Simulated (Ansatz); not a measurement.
Start from `C[S][AlH][Cl]` and change one atom or group to get `C[S][AlH][CH2]F`.

Ansatz, PBE0-D4/def2-TZVP geometries, multiplicity 1. Each molecule was computed in one conformer, which needn't be the lowest.

| property | `C[S][AlH][Cl]` |
| --- | --- |
| HOMO energy (PBE/def2-TZVPP) / eV | -6.25 |
| size of the dipole moment (PBE/def2-TZVPP) / D | 2.45 |
| HOMO energy (B3LYP/def2-TZVPP) / eV | -7.17 |
| HOMO–LUMO gap (PBE0/def2-TZVPP) / eV | 6.30 |
| size of the dipole moment (ωB97M-V/def2-TZVPP) / D | 2.44 |
| LUMO energy (B3LYP/def2-TZVPP) / eV | -1.29 |

Question: What does the change do to each property? (Best estimate.)

Answer: Computed: 
```tsv
property	`C[S][AlH][CH2]F`	shift
HOMO energy (PBE/def2-TZVPP) / eV	-6.07	0.18
size of the dipole moment (PBE/def2-TZVPP) / D	0.94	-1.51
HOMO energy (B3LYP/def2-TZVPP) / eV	-6.98	0.19
HOMO–LUMO gap (PBE0/def2-TZVPP) / eV	6.18	-0.12
size of the dipole moment (ωB97M-V/def2-TZVPP) / D	0.99	-1.45
LUMO energy (B3LYP/def2-TZVPP) / eV	-1.24	0.05
```

With PBE0 the HOMO rises by 0.19 eV and the LUMO rises by 0.07 eV, so the gap narrows by about 0.12 eV. PBE moves the HOMO by 0.18 eV and ωB97M-V by 0.18 eV. Dipoles are sizes alone; their direction can turn.

B3LYP here is the variant with VWN-RPA as its local correlation; programs differ in this.
